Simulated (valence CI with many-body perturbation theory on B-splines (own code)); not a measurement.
Sensitivity of CI+MBPT for Cd XVII

Calculated by relativistic CI+MBPT: four valence electrons over a frozen Dirac-Fock core [Ar] 3d10, a basis of 6 s, 6 p, 5 d, 3 f, 1 g functions for each j, with the one-electron correlation potential Σ1 (screened to all orders), the two-electron term Σ2, the three-electron term Σ3, Breit, model QED; selected single and double excitations, second order for the rest, scaled by the run's own slope (own B-spline code, finite nucleus).

No measured levels were compared; by estimate levels hold to about 250 cm⁻¹ or 0.2 % of their energy and the worst to 1 %, as in measured heavy ions of charge 2 to 7; those with d or f electrons hold less well.

The reference run has the lowest level (4s^2 4p1/2^2) J=0 and an ionisation energy of 421.592 eV. Its largest variational space holds 9991 state functions.

Levels are named by their leading jj configuration (3d3/2^4 stands for four electrons in 3d with j = 3/2), which in mixed levels can hold well under half, so a name can repeat and another be missing. Letters in brackets count levels of one name in rising energy.

Changed runs:
A. hole-hole ladder in Σ2 on → off; Breit term on → off; QED terms on → off
B. screening of Σ1 on → off
C. size limit of the variational space 10000 → 1500; second order for the rest on → off; cutoff of virtual states (hartree) 4608 → 2640
D. scale of Σ2 1 → -1 (bad on purpose)

Excitation energies of the reference run in cm⁻¹, and shifts in cm⁻¹:

| Level | Reference | A | B | C | D |
| --- | --- | --- | --- | --- | --- |
| (4s^2 4p1/2 4p3/2) J=1 | 50564 | +774 | +53 | +347 | -884 |
| (4s^2 4p1/2 4p3/2) J=2 | 65564 | +875 | +57 | +471 | -422 |
| (4s^2 4p3/2^2) J=2 | 128470 | +1642 | +110 | +466 | -869 |
| (4s^2 4p3/2^2) J=0 | 167636 | +1642 | +111 | +0.8 | +693 |
| (4s 4p1/2^2 4p3/2) J=2 | 334473 | +1537 | +139 | +415 | -6959 |
| (4s 4p1/2^2 4p3/2) J=1 | 396323 | +1506 | +137 | +626 | -1920 |
| (4s 4p1/2 4p3/2^2) J=2 [a] | 406096 | +1860 | +160 | +694 | -3686 |
| (4s 4p1/2 4p3/2^2) J=3 | 425279 | +2170 | +176 | +936 | -3754 |
| (4s 4p1/2 4p3/2^2) J=0 | 458931 | +2087 | +177 | +85 | -1407 |
| (4s 4p1/2 4p3/2^2) J=1 [a] | 466572 | +2233 | +185 | +686 | -970 |
| (4s 4p1/2 4p3/2^2) J=2 [b] | 472780 | +2264 | +186 | +910 | -654 |
| (4s 4p1/2 4p3/2^2) J=1 [b] | 517751 | +2003 | +171 | +981 | +13860 |
| Ionisation energy (eV) | 421.592 | +0.263 | +0.077 | -0.0031 | +0.186 |
